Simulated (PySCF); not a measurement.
Geometry (Å), atoms numbered from 1 in this order:
```xyz
25

C     3.394    0.270    1.098
O     2.668    0.341   -0.086
C     1.555   -0.522   -0.122
C     0.937   -0.482   -1.532
C    -0.465    0.108   -1.354
C    -0.887   -0.311    0.061
B    -2.134    0.477    0.710
N    -3.431    0.228   -0.260
C     0.418   -0.107    0.833
H     2.809    0.598    1.979
H     4.267    0.932    1.000
H     3.756   -0.759    1.299
H     1.901   -1.550    0.117
H     1.588    0.102   -2.198
H     0.874   -1.501   -1.945
H    -0.421    1.211   -1.405
H    -1.155   -0.225   -2.150
H    -1.091   -1.404    0.037
H    -2.484    0.055    1.810
H    -1.980    1.698    0.708
H    -4.250    0.728    0.083
H    -3.666   -0.764   -0.313
H    -3.237    0.551   -1.210
H     0.434   -0.635    1.798
H     0.545    0.970    1.043
```

Geometry: PBE0-D3(BJ)/def2-SVP; GIAO shifts from PySCF 2.14, gas phase, non-relativistic, averaged over equivalent atoms.

At PBE0/pcSseg-1 (233 basis functions, 38 s wall time on 1 thread of an Arm Neoverse V2, shared host):
```csv
atoms,δ (ppm)
C3,84.6
C1,56.5
C9,40.9
C4,38.5
C6,34.6
C5,33.3
O2,53.3
B7,-14.9
N8,46.0
H13,3.54
H10/H11/H12,3.13
H21/H22/H23,2.57
H19,2.41
H20,2.06
H24,1.99
H15,1.81
H14,1.75
H16,1.15
H25,1.07
H17,1.06
H18,0.48
```

δ = σ(ref) − σ, references computed at the same level: TMS for 13C (184.41 ppm) and 1H (31.27 ppm); 17O (334.56 ppm) vs H2O; 11B (100.73 ppm) against BF3·OEt2; 15N (265.67 ppm) against NH3.

Q: What do these become at HF/pcSseg-1?

A: 
```
      atoms  δ at HF/pcSseg-1  change
         C3              73.5   -11.1
         C1              50.9    -5.6
         C9              36.6    -4.3
         C4              34.4    -4.1
         C6              28.2    -6.4
         C5              29.6    -3.7
         O2              20.4   -32.9
         B7              -8.7    +6.2
         N8              37.3    -8.7
        H13              3.06   -0.48
H10/H11/H12              2.93   -0.20
H21/H22/H23              2.71   +0.14
        H19              2.18   -0.23
        H20              1.88   -0.18
        H24              1.72   -0.27
        H15              1.53   -0.28
        H14              1.66   -0.09
        H16              1.03   -0.12
        H25              0.89   -0.18
        H17              0.78   -0.28
        H18             -0.03   -0.51
```

Referencing at the same level of theory: 13C (190.85 ppm), 1H (31.69 ppm) against TMS; 17O (333.31 ppm) against H2O; BF3·OEt2 for 11B (115.29 ppm); NH3 for 15N (265.72 ppm).

The largest change is at O2 (ether oxygen). Cost: 233 basis functions, 20 s wall time on 1 thread of an Arm Neoverse V2, shared host. The order of the carbon signals changes between the two levels.

A carbon bonded to boron is broadened by the quadrupolar boron nucleus and is often missing from a measured spectrum. Experimental scales use liquid or dissolved standards, which lie at an offset from isolated NH3 (liquid NH3: subtract about 20 ppm) and H2O (liquid H2O: subtract about 36 ppm).
